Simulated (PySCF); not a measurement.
The multiplicity is imposed and other spin states were not computed.

Cartesian coordinates (Å):
```xyz
5

Zn    -0.0726     0.0566    -0.1601
O     -1.5795    -0.6743     0.3834
H     -2.0112    -1.2223    -0.2842
O      1.5097     0.7295    -0.5397
H      1.4791     1.6333    -0.8782
```
Charge 0, multiplicity 1.

Give the HOMO–LUMO gap, HOMO and charge on the central atom (meta-Löwdin) at the level TPSSh-D3(BJ)/def2-TZVP // r2SCAN-D4/def2-SVP in PySCF.


```json
{
  "HOMO–LUMO gap": "6.07 eV",
  "HOMO": "-7.47 eV",
  "charge on the central atom (meta-Löwdin)": "1.29 e"
}
```
